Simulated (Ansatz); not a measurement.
Hg3S3⁺, relaxed as a doublet with UKS r2SCAN-D4/def2-SVP in Ansatz, starting from the GFN1-xTB geometry. Force threshold 0.02 eV/Å.

In the def2 sets Hg takes a core potential; there is no spin–orbit coupling. Another isomer (doublet) lies 0.34 eV lower at PBE0-D4/def2-TZVP; other spin states weren't run for this one.

Start:

Cartesian coordinates in Å:
```
Hg -3.107 -2.381 1.157
Hg 1.288 1.395 -2.258
Hg 2.883 1.003 -0.067
S 0.770 0.663 1.457
S -0.646 0.593 0.072
S -1.189 -1.272 -0.361
```

Problem. Estimate the energy that the relaxation releases and the steps that it takes.

Solution. 3.5 kcal/mol, in 9 steps; 1.7 min on 4 threads of Arm Neoverse N1 on a shared host. No frequencies were taken in this run, so the end may be a saddle point.

Problem. Does the start keep its bonding and symmetry?

Solution. By distances, no bond broke or formed. The bond that changes most is Hg2–Hg3, from 2.74 to 2.97 Å (atoms count from 1).

Problem. Predict the relaxed structure.

Solution. 
```csv
atom,x (Å),y (Å),z (Å)
Hg1,-2.645,-2.340,1.295
Hg2,1.329,1.404,-2.412
Hg3,2.769,0.675,0.078
S4,0.583,0.678,1.535
S5,-0.807,0.713,0.107
S6,-1.229,-1.130,-0.603
```
Bond lengths (bridged metal pairs left out): 2 × S–S 1.99 to 2.02 Å; 2 × Hg–S 2.63 to 2.66 Å; 1 × Hg–Hg 2.97 Å.
